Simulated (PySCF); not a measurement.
```xyz
14

C     -2.1242     0.5710     0.4095
Ge    -1.1038    -0.8336    -0.4973
Ge     1.2141    -0.1965    -0.8181
C      2.2276    -1.5850    -1.7567
H     -3.1694     0.2575     0.5445
H     -1.6898     0.7811     1.3973
H     -2.1086     1.4966    -0.1834
H     -1.1701    -2.1354     0.3334
H     -1.7497    -1.1336    -1.8692
H      1.8674     0.0772     0.5558
H      1.2783     1.1205    -1.6248
H      1.7906    -1.7717    -2.7481
H      3.2736    -1.2722    -1.8870
H      2.2101    -2.5234    -1.1844
```

Charge 0, multiplicity 1.

Task: Give the Mulliken and meta-Löwdin atomic charges from PySCF with TPSSh-D3(BJ)/def2-TZVP // PBE0-D3(BJ)/def2-SVP.

Result: 
```tsv
atom	Mulliken (e)	meta-Löwdin (e)
C1	-0.46	-0.52
Ge2	0.09	0.30
Ge3	0.09	0.30
C4	-0.46	-0.52
H5	0.14	0.12
H6	0.14	0.12
H7	0.14	0.12
H8	-0.02	-0.07
H9	-0.02	-0.07
H10	-0.02	-0.07
H11	-0.02	-0.07
H12	0.14	0.12
H13	0.14	0.12
H14	0.14	0.12
```
